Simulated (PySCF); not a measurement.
PySCF input (CCSD(T)/cc-pVDZ):

```python
from pyscf import gto, scf, mp, cc as ccmod

mol = gto.M(
    atom='''
    O    -0.70682561   -1.23878399   -0.03284391
    S     0.00000000   -0.00000000    0.00000000
    O    -0.71953190    1.23187070    0.00594747
    O     1.42635751    0.00691329    0.02689644
    ''',
    basis='cc-pvdz',
    charge=0,
    spin=0,
    verbose=4,
)

mf = scf.RHF(mol)
mf.conv_tol = 1e-10
mf.max_cycle = 100
mf.kernel()
mp2 = mp.MP2(mf, frozen=8).run()
cc = ccmod.CCSD(mf, frozen=8)
cc.max_cycle = 100
cc.kernel()
et = cc.ccsd_t()
print(f'E(CCSD(T)) = {cc.e_tot + et:.9f}')
```

End of the output:

```
Extra cycle  E= -621.991954710694  delta_E= -2.05e-12  |g|= 5.84e-07  |ddm|= 1.49e-06
converged SCF energy = -621.991954710694

******** <class 'pyscf.mp.mp2.RMP2'> ********
nocc = 12, nmo = 52
frozen orbitals 8
E(RMP2) = -622.693009999515  E_corr = -0.701055288820661
E(SCS-RMP2) = -622.661365499755  E_corr = -0.669410789061426
E_corr(same-spin) = -0.198294874065423
E_corr(oppo-spin) = -0.502760414755238

******** <class 'pyscf.cc.ccsd.CCSD'> ********
CC2 = 0
CCSD nocc = 12, nmo = 52
frozen orbitals 8
max_cycle = 100
direct = 0
conv_tol = 1e-07
conv_tol_normt = 1e-05
diis_space = 6
diis_start_cycle = 0
diis_start_energy_diff = 1e+09
Init t2, MP2 energy = -622.693010009348  E_corr(MP2) -0.701055298654017
Init E_corr(CCSD) = -0.701055298654158
cycle = 1  E_corr(CCSD) = -0.665670179182267  dE = 0.0353851195  norm(t1,t2) = 0.0918808
cycle = 2  E_corr(CCSD) = -0.694841805473958  dE = -0.0291716263  norm(t1,t2) = 0.0352235
cycle = 3  E_corr(CCSD) = -0.691256137391281  dE = 0.00358566808  norm(t1,t2) = 0.019476
cycle = 4  E_corr(CCSD) = -0.69390054787283  dE = -0.00264441048  norm(t1,t2) = 0.00583511
cycle = 5  E_corr(CCSD) = -0.694073063303839  dE = -0.000172515431  norm(t1,t2) = 0.000973643
cycle = 6  E_corr(CCSD) = -0.693958767027909  dE = 0.000114296276  norm(t1,t2) = 0.000355576
cycle = 7  E_corr(CCSD) = -0.693930115772942  dE = 2.8651255e-05  norm(t1,t2) = 7.79253e-05
cycle = 8  E_corr(CCSD) = -0.693938336083774  dE = -8.22031083e-06  norm(t1,t2) = 2.8604e-05
cycle = 9  E_corr(CCSD) = -0.693937897049412  dE = 4.39034362e-07  norm(t1,t2) = 9.85209e-06
cycle = 10  E_corr(CCSD) = -0.693937573812392  dE = 3.2323702e-07  norm(t1,t2) = 3.26299e-06
cycle = 11  E_corr(CCSD) = -0.693937513378232  dE = 6.04341599e-08  norm(t1,t2) = 1.06431e-06
CCSD converged
E(CCSD) = -622.6858922240723  E_corr = -0.6939375133782316
CCSD(T) correction = -0.025313167246703
E(CCSD(T)) = -622.711205391
```
